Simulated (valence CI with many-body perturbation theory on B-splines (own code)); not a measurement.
# I³²⁺: M1 decay

Level of theory: valence CI with perturbative core correlation (CI+MBPT): three valence electrons over a frozen Dirac-Fock core [Ar], a basis of 9 s, 9 p, 10 d, 8 f, 5 g, 3 h, 1 i functions for each j, with the one-electron correlation potential Σ1, the two-electron term Σ2, the three-electron term Σ3, Breit, model QED; selected CI, second order for the rest (own B-spline code, finite nucleus).

No measured spectrum was set against this ion. As an estimate, large intervals hold to a few tenths of a per cent, small ones and those within an open d or f shell to about a per cent. Only levels of the ground parity were solved; by the run's estimate the other parity begins above the list, which can be wrong where configurations are misplaced.

Lines 51 to 67 of 67 in falling wavelength, among levels below 63.313 eV, chosen from the decays that carry over 1 % of a level's rate. Wavelengths and rates use the calculated energies. Weak lines are less certain than strong ones. Lines between different terms over intervals too small for the method are left out, as are lines whose strength nearly cancels. The highest levels of a list are the least certain.

Levels are named by their leading jj configuration (3d3/2^4 stands for four electrons in 3d with j = 3/2), which in mixed levels can hold well under half, so a name can repeat and another be missing. Letters in brackets count levels of one name in rising energy.

```tsv
λ vac (Å)	Upper	Lower	Type	A (s⁻¹)	Branch %
432.1	(3d5/2^3) J=9/2	(3d3/2^2 3d5/2) J=7/2	M1	2.12e+03	3.6
422.6	(3d5/2^3) J=5/2	(3d3/2 3d5/2^2) J=3/2 [a]	M1	3.20e+04	28.4
402.3	(3d3/2 3d5/2^2) J=3/2 [b]	(3d3/2^2 3d5/2) J=5/2 [b]	M1	1.43e+03	2.2
401.6	(3d5/2^3) J=3/2	(3d3/2^2 3d5/2) J=3/2	M1	3.93e+03	6.6
394.2	(3d3/2 3d5/2^2) J=7/2 [b]	(3d3/2^2 3d5/2) J=5/2 [a]	M1	2.58e+03	13.4
393.0	(3d3/2 3d5/2^2) J=3/2 [a]	(3d3/2^3) J=3/2	M1	3.51e+03	5.2
374.0	(3d3/2 3d5/2^2) J=1/2	(3d3/2^3) J=3/2	M1	7.42e+02	2.0
367.6	(3d5/2^3) J=5/2	(3d3/2^2 3d5/2) J=5/2 [b]	M1	1.45e+04	12.9
361.0	(3d5/2^3) J=5/2	(3d3/2 3d5/2^2) J=7/2 [a]	M1	1.39e+04	12.3
341.7	(3d5/2^3) J=3/2	(3d3/2^2 3d5/2) J=5/2 [a]	M1	1.02e+04	17.0
334.0	(3d3/2 3d5/2^2) J=5/2 [a]	(3d3/2^3) J=3/2	M1	8.26e+02	3.1
314.1	(3d3/2 3d5/2^2) J=5/2 [b]	(3d3/2^3) J=3/2	M1	2.79e+03	12.2
309.0	(3d3/2 3d5/2^2) J=3/2 [b]	(3d3/2^2 3d5/2) J=1/2	M1	1.83e+03	2.9
290.0	(3d3/2 3d5/2^2) J=3/2 [b]	(3d3/2^2 3d5/2) J=3/2	M1	4.35e+03	6.8
269.6	(3d5/2^3) J=5/2	(3d3/2^2 3d5/2) J=7/2	M1	2.78e+03	2.5
268.9	(3d5/2^3) J=3/2	(3d3/2^3) J=3/2	M1	6.78e+02	1.1
257.5	(3d3/2 3d5/2^2) J=3/2 [b]	(3d3/2^2 3d5/2) J=5/2 [a]	M1	4.32e+03	6.8
```
